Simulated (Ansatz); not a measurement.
Consider the ligand exchange at the Si–C bond: `C[SiH](C)[SeH]` + CH₃OH → `CO[SiH](C)[SeH]` + CH₄.

Isolated molecules relaxed with PBE0-D4/def2-TZVP in Ansatz; ΔE leaves out vibrations. CCSD(T)/CBS adds triple-zeta CCSD(T) − MP2 to the extrapolated MP2 energy (def2 sets, frozen cores). This one scheme is used for every species. DFT in def2-TZVPP. For Se outer-core shells are correlated without core-valence functions, which leaves a few kJ/mol of doubt a bond. Scalar relativity is left out up to krypton. Each species was taken in one conformer, which may not be the lowest.

`C[SiH](C)[SeH]`:

```xyz
12

C     0.912   -0.234    1.470
Si   -0.444   -0.142    0.190
C     0.223   -0.270   -1.549
Se   -1.465    1.882    0.532
H     1.632    0.577    1.334
H     0.505   -0.168    2.481
H     1.448   -1.183    1.381
H    -1.439   -1.226    0.415
H     0.715   -1.236   -1.696
H    -0.580   -0.184   -2.284
H     0.948    0.523   -1.744
H    -2.454    1.662   -0.531
```

CH₃OH:

```xyz
6

C     0.127    0.194   -0.270
O    -0.768   -0.176    0.753
H    -0.282    1.088   -0.744
H     0.228   -0.582   -1.038
H     1.124    0.439    0.115
H    -0.429   -0.963    1.184
```

`CO[SiH](C)[SeH]`:

Z-matrix (Å, degrees):
```
C
O 1 1.408
H 1 1.097 2 111.5
H 1 1.095 2 111.1 3 -121.4
H 1 1.091 2 108.2 3 119.2
Si 2 1.639 1 123.8 3 59.4
Se 6 2.291 2 112.3 1 57.5
C 6 1.851 2 106.7 1 176.5
H 6 1.488 2 109.6 1 -60.1
H 7 1.467 6 92.8 2 -90.1
H 8 1.092 6 110.7 2 174.5
H 8 1.093 6 110.0 2 54.2
H 8 1.092 6 110.7 2 -65.2
```

CH₄:

Cartesian coordinates in Å:
```
C 0.000 0.000 0.000
H -0.601 -0.775 0.475
H -0.270 0.074 -1.053
H 1.056 -0.254 0.087
H -0.185 0.955 0.491
```

```csv
level,ΔE (kJ/mol)
B2PLYP,-112.2
PBE,-99.3
CCSD/def2-TZVPP,-108.8
SCS-MP2/def2-QZVPP,-111.6
```

(1) What does CCSD(T)/CBS give? (Estimate.)

Largest T1 diagnostic among the species: 0.010.

Answers

(1) Ansatz gave: -108.0 kJ/mol. The listed levels differ from it by -4.2, 8.7, -0.8, -3.6 kJ/mol.

In def2-TZVPP, CCSD(T) changes the Hartree–Fock value by +8.0 kJ/mol (the triples alone add +0.2 kJ/mol) and MP2 by +6.0 kJ/mol.

CCSD(T)/CBS has its own doubt, a few kJ/mol and more with outer-core shells, so smaller differences from it don't rank the levels.
